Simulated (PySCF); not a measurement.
SMILES [Cl][Ge]([Cl])([Cl])[O][SiH2]Cl (H₂Cl₄GeOSi) (PBE0/def2-SVP optimised geometry):

```
9

Si    -0.779    -2.228    -2.941
Cl    -0.250    -0.515    -3.957
O     -1.294    -1.838    -1.409
Ge    -0.707    -0.999     0.000
Cl    -1.424     0.999     0.000
Cl    -1.433    -2.030     1.708
Cl     1.424    -0.999     0.000
H      0.413    -3.110    -2.876
H     -1.928    -2.861    -3.629
```

Calculation: PBE0/def2-TZVP (PySCF).

Question: What are the frontier orbital energies and the dipole moment?

Answer: HOMO-2 -9.60 eV, HOMO-1 -9.58 eV, HOMO -9.15 eV, LUMO -1.95 eV, LUMO+1 -0.04 eV; dipole moment 1.13 D.

Meta-Löwdin charges at PBE0/def2-TZVP: Si1 0.91, Cl2 -0.29, O3 -0.80, Ge4 1.12, Cl5 -0.24, Cl6 -0.24, Cl7 -0.26, H8 -0.10, H9 -0.09.
